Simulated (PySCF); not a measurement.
Compound: C₂H₇BN₂O.
Z-matrix (Å and degrees, PBE0-D3(BJ)/def2-SVP geometry), rows numbered from 1:
```
C 
B   1  1.5793
N   2  1.3932  1  123.75
N   2  1.4686  1  117.65  3  -179.95
C   4  1.3621  2  127.07  1   179.86
O   5  1.2116  4  125.70  2     0.36
H   1  1.1032  2  110.98  3   121.03
H   1  1.1000  2  112.88  3     0.20
H   1  1.1032  2  111.00  3  -120.65
H   3  1.0092  2  122.93  1     0.01
H   3  1.0153  2  120.16  1   179.89
H   4  1.0130  2  118.50  1     0.24
H   5  1.1177  4  113.10  2  -179.72
```

The calculation used PBE0-D3(BJ)/def2-SVP geometry optimisation, gas phase (PySCF 2.14.0).

Masses are those of the commonest isotopes; rigid-rotor values at the optimised geometry. The values belong to one conformer with, in the numbering `[CH3:1][B:2]([NH2:3])[NH:4][CH:5]=[O:6]`, C1–B2–N4–C5 180°, B2–N4–C5–O6 0°.

(1) What are A, B and C (MHz)?

(2) What kind of rotor is it?

(3) What does the inertial defect say?

(4) Give the other two planar moments, Paa and Pbb, and the rms extents of the mass along the axes.

(5) Give the coordinates in the principal-axis frame, origin at the centre of mass.

(6) Which types of transition are allowed, and where do some lines up to J = 3 fall?

(7) Estimate the classical rotational partition function at 25 K, 100 K and 298.15 K.

Answers

(1) Ia = 69.21, Ib = 207.73, Ic = 273.79 u·Å²; 505379 MHz·u·Å²/I gives A = 7302, B = 2433, C = 1846 MHz.

(2) An asymmetric top: κ = (2 × 2433 − 7302 − 1846)/(7302 − 1846) = -0.78.

(3) Not planar: Δ = Ic − Ia − Ib = -3.15 u·Å². For a rigid frame Δ = −2 Σ m c², so Σ m c² = 1.58 u·Å² lies off the ab plane, practically all of it from hydrogen. The atom farthest from that plane is 0.89 Å away.

(4) Paa = Σ m a² = (Ib + Ic − Ia)/2 = 206.16 and Pbb = Σ m b² = (Ia + Ic − Ib)/2 = 67.63 u·Å². With the mass M = 86.07 u, the rms extents √(P/M) along a, b and c are 1.55, 0.89, 0.14 Å.

(5) The sense of each axis is arbitrary; atoms in the order of the calculation.
```
atom  mass (u)   a (Å)   b (Å)   c (Å)
  C1    12.000  -2.383  -0.464   0.000
  B2    11.009  -0.899   0.076   0.000
  N3    14.003  -0.568   1.429  -0.001
  N4    14.003   0.186  -0.913   0.001
  C5    12.000   1.525  -0.663  -0.002
  O6    15.995   2.040   0.434   0.001
  H7     1.008  -2.572  -1.099  -0.882
  H8     1.008  -3.132   0.342  -0.005
  H9     1.008  -2.575  -1.092   0.887
 H10     1.008  -1.260   2.164  -0.002
 H11     1.008   0.406   1.716   0.001
 H12     1.008  -0.056  -1.897  -0.003
 H13     1.008   2.145  -1.593  -0.006
```

(6) The dipole components are |μa| = 1.91 D, |μb| = 1.51 D, |μc| = 0.00 D; the mirror of this Cs structure is the ab plane, so μc vanishes by symmetry (the 0.01 D computed is a residue) and there are no c-type lines. Intensities carry the squares of the components, which stand as 1.00 : 0.62 (a : b). Some of the stronger lines:

```
type  branch         J(Ka,Kc)    MHz  lower level (cm⁻¹)
   a       Q  2(1,1) ← 2(1,2)   1761               0.571
   a       R  1(0,1) ← 0(0,0)   4279               0.000
   b       Q  1(1,0) ← 1(0,1)   5456               0.143
   b       Q  3(1,2) ← 3(0,3)   7138               0.848
   b       R  3(0,3) ← 2(1,2)   8306               0.571
   a       R  2(1,1) ← 1(1,0)   9144               0.325
   a       R  3(2,2) ← 2(2,1)  12836               1.117
   b       R  2(1,2) ← 1(0,1)  12840               0.143
   a       R  3(1,2) ← 2(1,1)  13684               0.630
   b       Q  2(2,1) ← 2(1,2)  16369               0.571
   b       Q  3(2,2) ← 3(1,3)  17279               0.969
   b       R  2(2,0) ← 1(1,1)  24389               0.305
   b       Q  3(3,0) ← 3(2,1)  25600               1.553
   b       Q  3(3,1) ← 3(2,2)  25844               1.545
   b       R  3(3,1) ← 2(2,0)  38630               1.119
```

(7) Point group Cs, symmetry number σ = 1; q = (√π/σ)·√((kT/h)³/(ABC)), k/h = 20836.6 MHz/K: 3680 at 25 K, 29400 at 100 K, 152000 at 298.15 K.

Not checked by PBE0-D3(BJ)/def2-SVP frequencies. No vibrational averaging or centrifugal distortion is included, and the geometry carries the error of its method. A rigid rotor knows nothing of internal rotation, which can split or shift real lines. Quadrupole hyperfine structure (11B, 14N) is left out.

The run took 46 s of wall time on one thread of an Arm Neoverse V1, on a shared host, and the process peaked at 0.51 GiB of memory. This is the geometry optimisation.
